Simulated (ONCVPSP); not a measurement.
Varying the ONCV potential for S

Base potential:

```
Element                 : S
Generator               : ONCVPSP 4.0.1
Type                    : optimised norm-conserving Vanderbilt (ONCV)
Functional              : PBE
Relativity              : scalar-relativistic
Frozen core             : [Ne]
Valence charge          : 6
Reference configuration : 3s2 3p2 (charge +2)
Partial waves           : 3s: rc 1.15 bohr, ncon 3, nbas 6, qcut 6.2 1/bohr, 3 projectors, debl 1.7 Ha; 3p: rc 1.15 bohr, ncon 4, nbas 8, qcut 6.2 1/bohr, local; d scattering state at 0.28 Ha: rc 1.45 bohr, ncon 4, nbas 7, qcut 6.8 1/bohr, 1 projector
Local potential         : the p channel
Core correction         : Teter function, fcfact 2.5, rcfact 1.55
```

In the d channel the program set the typed energies aside and used 0.050 Ha.

Cutoffs, loose and tight: the cutoffs (Ha) at which the residual kinetic energy of the hardest occupied pseudo-wave falls to 1 and 0.1 mHa per electron. They do not see the model core or the augmentation charge, which bear on the density cutoff. Test errors are all-electron minus pseudo excitation energies from the reference, over the configurations 3s2 3p4; 3s2 3p3; 3s2 3p1; 3s2 3p0. A dash means not determined; rows that change the core or the reference have their own tests.

A true bound ghost makes a file unfit for plane-wave use even where its test errors are small: the radial tests pick states by their node count and pass the ghost by.

| change | outcome | cutoff, loose | cutoff, tight | bound ghosts | GHOST(+) flags above zero | largest test error (meV) |
| --- | --- | --- | --- | --- | --- | --- |
| base | generated, projector energies reset by the program | 77 Ha | 151 Ha | s | s | +17 |
| core correction Teter function, fcfact 2.5, rcfact 1 | generated, projector energies reset by the program | 77 Ha | 151 Ha | s | s | +45 |
| core correction Teter function, fcfact 2.5, rcfact 1.12 | generated, projector energies reset by the program | 77 Ha | 151 Ha | s | s | +38 |
| core correction Teter function, fcfact 2.5, rcfact 1.2 | generated, projector energies reset by the program | 77 Ha | 151 Ha | s | s | +36 |
| core correction Teter function, fcfact 2.5, rcfact 1.54 | generated, projector energies reset by the program | 77 Ha | 151 Ha | s | s | +17 |
| core correction Teter function, fcfact 2.5, rcfact 1.9 | generated, projector energies reset by the program | 77 Ha | 151 Ha | s | s | -203 |
| core correction Teter function, fcfact 2.5, rcfact 2.02 | generated, projector energies reset by the program | 77 Ha | 151 Ha | s | s | -297 |

Task: What comes out with this change to the base: core correction Teter function, fcfact 2.5, rcfact 1.6?

Result: outcome: generated, projector energies reset by the program; cutoff, loose: 77 Ha; cutoff, tight: 151 Ha; bound ghosts: s; GHOST(+) flags above zero: s; largest test error (meV): -23.

Task: What comes out with this change to the base: core correction Teter function, fcfact 2.5, rcfact 1.74?

Result: outcome: generated, projector energies reset by the program; cutoff, loose: 77 Ha; cutoff, tight: 151 Ha; bound ghosts: s; GHOST(+) flags above zero: s; largest test error (meV): -93.

Task: What comes out with this change to the base: core correction Teter function, fcfact 2.5, rcfact 1.38?

Result: outcome: generated, projector energies reset by the program; cutoff, loose: 77 Ha; cutoff, tight: 151 Ha; bound ghosts: s; GHOST(+) flags above zero: s; largest test error (meV): +29.

Reading the sweep of the rcfact (base included, trends over the rows without a ghost): Bound ghosts are found at 1, 1.12, 1.2, 1.38, 1.54, 1.55, 1.6, 1.74, 1.9, 2.02. Every judged row has one, so this setting neither creates nor removes them.
